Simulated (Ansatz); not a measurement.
Computed with Ansatz on PBE0-D4/def2-TZVP structures; ΔE is electronic, products minus reactants. CCSD(T)/CBS is the MP2 limit (def2-TZVPP, def2-QZVPP) plus CCSD(T) − MP2 in def2-TZVPP, frozen cores. This one scheme is used for every species. Functionals use def2-TZVPP. One conformer a species, not always the lowest.

Consider the redistribution: `C[SiH2]O` + `BSC(=C)[SiH3]` → `BS[SiH2]C` + `C=C(O)[SiH3]`.

`C[SiH2]O`:

```xyz
9

C    -0.447    0.003    1.085
Si    0.213   -0.403   -0.610
O     0.219    0.904   -1.619
H    -0.477   -0.898    1.705
H    -1.460    0.407    1.023
H     0.183    0.736    1.594
H    -0.654   -1.402   -1.282
H     1.590   -0.960   -0.471
H     0.832    1.614   -1.425
```

`BSC(=C)[SiH3]`:

Cartesian coordinates in Å:
```
B -0.382 -2.112 -0.929
S -1.438 -0.723 -0.765
C -0.521 0.561 0.035
C -1.158 1.712 0.256
Si 1.265 0.351 0.562
H -0.873 -3.061 -1.457
H 0.745 -2.108 -0.542
H -0.656 2.541 0.742
H -2.193 1.867 -0.037
H 2.141 0.072 -0.603
H 1.410 -0.742 1.554
H 1.660 1.642 1.183
```

`BS[SiH2]C`:

```xyz
11

B     1.306   -2.181   -0.586
S     0.563   -0.739   -1.302
Si   -0.188    0.224    0.483
C    -1.021    1.811   -0.024
H     1.282   -2.373    0.593
H     1.829   -2.950   -1.333
H    -1.142   -0.697    1.151
H     0.955    0.482    1.396
H    -1.415    2.330    0.854
H    -0.316    2.477   -0.526
H    -1.852    1.614   -0.705
```

`C=C(O)[SiH3]`:

```xyz
10

C    -0.435   -0.130    1.548
C     0.146    0.334    0.444
O     0.940    1.445    0.527
Si   -0.106   -0.509   -1.212
H    -0.291    0.355    2.508
H    -1.066   -1.007    1.506
H     1.295    1.672   -0.336
H    -0.694    0.455   -2.183
H    -0.999   -1.678   -1.039
H     1.210   -0.937   -1.764
```

Problem. Is it downhill or uphill in electronic energy at CCSD(T)/CBS, and by how much? (Estimate.)

Solution. Computed: Uphill: ΔE = +79.9 kJ/mol.

Problem. What do these levels give: B2PLYP, r2SCAN, HF/def2-TZVPP, SCS-MP2/def2-TZVPP, CCSD/def2-TZVPP, HF/def2-QZVPP? (Best estimate.)

Solution. Computed: B2PLYP 76.9, r2SCAN 69.6, HF/def2-TZVPP 73.4, SCS-MP2/def2-TZVPP 84.0, CCSD/def2-TZVPP 77.8, HF/def2-QZVPP 74.3 kJ/mol.

Largest T1 diagnostic among the species: 0.014.

From PBE to PBE0 (25 % exact exchange), in def2-TZVPP and without D4, ΔE moves by +3.7 kJ/mol. In def2-TZVPP, CCSD(T) changes the Hartree–Fock value by +5.1 kJ/mol (the triples alone add +0.7 kJ/mol) and MP2 by +12.5 kJ/mol.
